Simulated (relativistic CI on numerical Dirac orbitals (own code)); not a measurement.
**Hyperfine structure of Er52+, mass number 167**

Calculated at this level of theory: Dirac-Coulomb-Breit CI, separate exchange-only KLI orbitals for each configuration, QED by a radiative potential, unscaled Slater integrals (own radial code, finite nucleus).

CI space (outside the closed core [Ne]): 3s2.3p4, 3s.3p5, 3s2.3p3.3d, 3p6, 3s.3p4.3d, 3p5.3d, 3s.3p3.3d2, 3s2.3p2.3d.4p, 3p5.4s, 3s.3p3.3d.4s, 3s2.3p3.4s, 3p5.4p, 3s2.3p2.3d2, 3s2.3p.3d3, 3s.3p2.3d3, 3s2.3p.3d2.4s, 3p4.3d2, 3p3.3d3, 3p3.3d2.4s, 3s2.3p2.3d.4s, 3s.3p2.3d2.4s, 3s2.3p.3d.4s2. Double excitations out of closed p, d and f shells are left out; levels of such configurations are missing from the list, as are those of other unlisted configurations, and high levels can miss mixing partners.

Nuclear spin I = 7/2, μ = -0.5623 μN, Q = 3.57 b (tables of Stone and Pyykkö). The electronic factors are computed for point nuclear moments, without core polarisation or the Bohr-Weisskopf and QED corrections.

```json
{"Level": "3s2.3p4 3P_2", "E (Ry)": "0.0000", "A (GHz)": "-25.28", "B (GHz)": "103"}
{"Level": "3s2.3p4 3P_1", "E (Ry)": "16.9406", "A (GHz)": "18.41", "B (GHz)": "-557"}
{"Level": "3s2.3p4 1D_2", "E (Ry)": "17.6010", "A (GHz)": "-70.04", "B (GHz)": "-1220"}
{"Level": "3s.3p5 3P°_2", "E (Ry)": "28.8350", "A (GHz)": "-151.4", "B (GHz)": "-1030"}
```

Levels with J = 0, under 50 % of one LS term, or S terms without an open s electron are left out. Small factors come from cancelling terms and can be off by tens of per cent or more.

At this charge energies of transitions that change n are usually good to better than 1 %, and those within a shell (Δn = 0) to a few per cent.

**Question.** Give the hyperfine levels of 3s2.3p4 3P_2 relative to its centre of gravity.

**Answer.** With K = F(F + 1) − I(I + 1) − J(J + 1), E = AK/2 + B[¾K(K + 1) − I(I + 1)J(J + 1)]/[2I(2I − 1)J(2J − 1)]: F = 3/2: 282.5, F = 5/2: 173.5, F = 7/2: 46.51, F = 9/2: -72.75, F = 11/2: -151.3 GHz.

LS names give the leading component of a level, which can be under half, so a name can repeat, a term be missing and a line seem to break the LS rules.
